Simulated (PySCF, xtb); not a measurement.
hydronium (H₃O), SMILES [OH3+], charge +1.

Harmonic wavenumbers (cm⁻¹) from GFN2-xTB (xtb 6.7.1) at its own minimum, in rising order: 957, 1355, 1355, 3258, 3258, 3318.

Problem. What does B3LYP-D3(BJ)/def2-TZVPD in PySCF give at its own minimum? (An estimate is asked for; the answer gives what the named calculation found.)

Solution. 818, 1666, 1666, 3548, 3635, 3635. Paired by order, the mean absolute difference is 291 cm⁻¹ and the zero-point energies are 19.3 and 21.4 kcal/mol.
